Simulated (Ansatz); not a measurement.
A nudged elastic band was laid between two geometries of BFH3NO + H2 (9 atoms, charge 0, multiplicity 1).

All numbers below come from RKS PBE0-D4/def2-SVP in Ansatz.

| Property | Result |
| --- | --- |
| movable images | 7 |
| climbing image | yes |
| spring | 5.0 eV/Å² |
| optimiser | quadratic models (default) |
| start path | through a guess of the saddle point |
| force threshold | 0.05 eV/Å |
| iteration limit | 60 |
| end points | relaxed |

First end point:

```xyz
9
Properties=species:S:1:pos:R:3
B 0.106 -0.670 0.154
N 0.021 -0.251 1.499
H -0.836 -0.149 2.023
H 0.855 -0.075 2.041
F 1.320 -0.799 -0.391
O -0.952 -0.954 -0.652
H -1.806 -0.838 -0.228
H -0.513 3.094 1.125
H -0.343 2.351 1.157
```

Last end point:

```xyz
9
Properties=species:S:1:pos:R:3
B -0.333 0.417 0.058
N 0.011 0.387 1.730
H -0.849 0.559 2.250
H 0.372 -0.529 2.001
F 0.906 0.115 -0.495
O -1.318 -0.574 -0.134
H -0.925 -1.341 -0.559
H -0.711 1.574 -0.104
H 0.697 1.100 1.983
```

Which bonds break or form, and what moves?

Bonds broken: H8–H9. Bonds formed: B1–H8, N2–H9. BFH3NO + H2 becomes BFH5NO.

Give the energies along the band, and the barrier.

The forces met the threshold. The highest image is number 4 of 0 to 8, 180.2 kJ/mol above the first end and 158.5 kJ/mol above the last; the last end lies 21.7 kJ/mol above the first. The profile has 2 maxima (images 4, 6) with wells between them (image 5): this band takes more than one step, which may be the mechanism or a detour left from its start path. Neighbouring images differ by up to 1.6 eV, so the band resolves the path poorly. A vibrational analysis at the climbing image gives one clearly imaginary mode, 1454i cm⁻¹: a first-order saddle point. The orbitals stay closed-shell, which can raise the energy where a bond breaks towards radicals; this wasn't checked here.

| image | path coordinate (Å) | energy (kJ/mol) | H8–H9 (Å) | B1–H8 (Å) | N2–H9 (Å) |
| --- | --- | --- | --- | --- | --- |
| 0 | 0.00 | 0.0 | 0.76 | 3.94 | 2.65 |
| 1 | 0.78 | 0.8 | 0.76 | 3.51 | 2.65 |
| 2 | 1.56 | 4.4 | 0.76 | 2.89 | 2.58 |
| 3 | 2.34 | 35.7 | 0.77 | 2.18 | 2.06 |
| 4 | 3.13 | 180.2 | 1.05 | 1.47 | 1.32 |
| 5 | 4.79 | 25.2 | 2.33 | 1.23 | 1.02 |
| 6 | 6.45 | 31.7 | 2.63 | 1.23 | 1.02 |
| 7 | 8.11 | 21.5 | 2.43 | 1.23 | 1.02 |
| 8 | 9.78 | 21.7 | 2.56 | 1.23 | 1.02 |

What is the geometry of the highest image?


```xyz
9
Properties=species:S:1:pos:R:3
B 0.002 0.088 0.204
N -0.068 0.196 1.775
H -0.821 -0.288 2.257
H 0.826 0.065 2.243
F 1.272 -0.084 -0.224
O -0.969 -0.633 -0.461
H -1.870 -0.457 -0.184
H -0.266 1.529 0.050
H -0.253 1.293 1.068
```

The run took 3.6 min on 2 threads of Intel(R) Xeon(R) 6975P-C (Granite Rapids) (shared host), peak memory 0.16 GiB.
